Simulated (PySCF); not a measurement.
B3LYP has the VWN-RPA correlation part, as in Gaussian. Excitations are Tamm–Dancoff values on a coarser integration grid. The basis has no diffuse functions, so Rydberg states are missing or too high.

Cartesian coordinates (Å):
```xyz
6

O      1.2143     0.1829     0.3431
Si    -0.3878    -0.0490     0.0348
H      1.7933     0.3523    -0.4005
H     -0.6120    -1.2216    -0.8550
H     -1.0242    -0.2868     1.3502
H     -1.0002     1.1423    -0.6154
```
Charge 0, spin multiplicity 1.

### Question
Estimate the HOMO, S1 oscillator strength and S1–T1 gap (TDA) that PySCF with B3LYP-D3(BJ)/def2-TZVP // PBE0-D4/def2-TZVP returns for this input.

### Answer

```
Property                   Value
----------------------  --------
HOMO                    -8.52 eV
S1 oscillator strength     0.003
S1–T1 gap (TDA)          0.37 eV
```
